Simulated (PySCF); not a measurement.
C3H8Si. Atoms are numbered in the order given.

```xyz
12

C      0.7368    -1.8395     0.0000
C     -0.6431    -1.2673     0.0000
C     -0.9628     0.0412     0.0000
Si     0.2573     1.4645     0.0000
H      0.8945    -2.4838     0.8824
H      0.8945    -2.4838    -0.8824
H      1.5185    -1.0640     0.0000
H     -1.4564    -2.0090     0.0000
H     -2.0321     0.2935     0.0000
H      1.1461     1.4430     1.2048
H     -0.4992     2.7521     0.0000
H      1.1461     1.4430    -1.2048
```

Geometry optimised at r2SCAN-D4/def2-SVP.

Computed with PBE/def2-TZVP (PySCF).

ESP charges are fitted to the potential on shells at 1.4 to 2.0 van der Waals radii. Atomic charges (e):

| atom | Mulliken | IAO | ESP fit |
|---|---|---|---|
| C1 | -0.32 | -0.43 | -0.31 |
| C2 | -0.12 | -0.10 | 0.03 |
| C3 | -0.20 | -0.45 | (withheld) |
| Si4 | 0.11 | 0.54 | 0.21 |
| H5 | 0.13 | 0.16 | 0.11 |
| H6 | 0.13 | 0.16 | 0.11 |
| H7 | 0.13 | 0.15 | 0.11 |
| H8 | 0.10 | 0.14 | (withheld) |
| H9 | 0.11 | 0.16 | (withheld) |
| H10 | -0.02 | -0.11 | (withheld) |
| H11 | -0.03 | -0.10 | (withheld) |
| H12 | -0.02 | -0.11 | (withheld) |

Q: What belongs in the gaps? (The exact figures need the calculation; the answer reports its results.)

A: 
- C3, ESP fit: -0.33
- H8, ESP fit: 0.08
- H9, ESP fit: 0.15
- H10, ESP fit: -0.06
- H11, ESP fit: -0.05
- H12, ESP fit: -0.06

Computed Mayer and Wiberg (Löwdin basis) orders of the bonds:
```tsv
bond	Mayer	Wiberg
C1–C2	1.01	1.33
C2–C3	1.92	2.07
C3–Si4	1.01	1.18
C1–H5	0.95	0.88
C1–H6	0.95	0.88
C1–H7	0.96	0.88
C2–H8	0.94	0.83
C3–H9	0.92	0.83
Si4–H10	0.94	0.95
Si4–H11	0.95	0.95
Si4–H12	0.94	0.95
```
